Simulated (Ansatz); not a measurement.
ClH₉O₃Si₃Sn, SMILES `[SiH3][O][Sn]([Cl])([O][SiH3])[O][SiH3]`, 17 atoms. Charge 0, multiplicity 1. Correlated methods include outer-core shells of Sn, which these sets cover unevenly. Sn takes the def2 core potential. Hardware: A = 4 threads of an AMD EPYC 7R13 on a shared host and a share of an NVIDIA H100 80 GB; B = 4 threads of an AMD EPYC 7R13 on a shared host. Correlated methods freeze the cores.

(1) Give the basis size and wall time and peak host memory of each of these runs in Ansatz. RKS PBE0-D4/def2-QZVPP energy [A]; RKS LC-ωPBE/def2-TZVPP energy [A]; RKS B3LYP-D4/def2-TZVPP energy and forces [A]; RKS ωB97M-V/def2-QZVPP energy [A]; RHF-CCSD(T)/def2-SVP energy [A]; RKS ωB97M-V/def2-SVP energy [B]; RHF-CCSD(T)/def2-TZVPP energy [A]; RKS PBE0-D4/def2-TZVPP energy [A]; RKS PBE0-D4/def2-TZVP relaxation (76 steps) [A]; direct RPA on PBE orbitals/def2-TZVPP energy [A]; RKS HSE06 (plane-wave form)-D4/def2-TZVPP energy [A]; RHF-MP2/def2-QZVPP energy [A]. (Estimate.)

Results:

(1) The calculation gave: Other jobs shared the machine, so times are rough.

```csv
level,job,functions,wall time,peak host memory (GiB)
RKS PBE0-D4/def2-QZVPP,energy [A],803,5.5 s,1.4
RKS HSE06 (plane-wave form)-D4/def2-TZVPP,energy [A],437,6 s,0.96
RHF-CCSD(T)/def2-SVP,energy [A],185,8.5 s,0.79
RKS LC-ωPBE/def2-TZVPP,energy [A],437,8.5 s,0.97
RKS ωB97M-V/def2-QZVPP,energy [A],803,9 s,1.5
RKS PBE0-D4/def2-TZVPP,energy [A],437,9 s,0.94
RKS B3LYP-D4/def2-TZVPP,energy and forces [A],437,10 s,1.1
direct RPA on PBE orbitals/def2-TZVPP,energy [A],437,11 s,2
RKS ωB97M-V/def2-SVP,energy [B],185,12 s,1.1
RHF-MP2/def2-QZVPP,energy [A],803,13 s,1.4
RHF-CCSD(T)/def2-TZVPP,energy [A],437,3.6 min,1.9
RKS PBE0-D4/def2-TZVP,relaxation (76 steps) [A],345,3.9 min,1.1
```

B3LYP here is the variant with VWN-RPA as its local correlation; programs differ in this. LC-ωPBE has ω = 0.4 bohr⁻¹.
